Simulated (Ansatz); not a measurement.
CH₆BClFNSi, relaxed with RKS PBE0-D4/def2-TZVP in Ansatz 0.2.0 from a PBE-D4/def2-SVP geometry. The force threshold is 0.005 eV/Å; the program also tests the step.

The species carries charge 0 and has multiplicity 1. The bonds changed during the relaxation, so this is another structure than the one it started from.

Start:

```xyz
12

B    -0.729   -0.856    0.062
C     0.047   -0.227    1.249
N     0.223    1.065    1.489
F     0.666   -0.982    2.152
Si    0.209   -0.285   -1.629
Cl    0.309    1.863   -1.621
H    -0.805   -2.074    0.118
H    -1.793   -0.260   -0.104
H     0.825    1.379    2.256
H    -0.038    1.726    0.741
H     1.643   -0.709   -1.837
H    -0.555   -0.639   -2.875
```

Problem. By how much does the energy fall, and how many steps does the optimiser take? (Best estimate.)

Solution. Computed: 2.19 kcal/mol, in 15 steps, 1 of them rejected.

Problem. Which bonds change most? (An estimate is asked.)

Solution. Ansatz gave: Si5–Cl6 from 2.150 to 2.094 Å; N3–H10 from 1.032 to 1.007 Å; B1–C2 from 1.551 to 1.526 Å; B1–H8 from 1.231 to 1.207 Å.

Problem. Give the relaxed structure. (Best estimate.)

Solution. The calculation gave: 
```xyz
12

B    -0.796   -0.757    0.052
C     0.101   -0.180    1.144
N     0.100    1.047    1.605
F     1.069   -0.891    1.691
Si    0.253   -0.331   -1.615
Cl    0.580    1.733   -1.749
H    -0.880   -1.958    0.085
H    -1.810   -0.115   -0.082
H     0.836    1.381    2.209
H    -0.549    1.705    1.208
H     1.610   -0.934   -1.715
H    -0.512   -0.699   -2.834
```
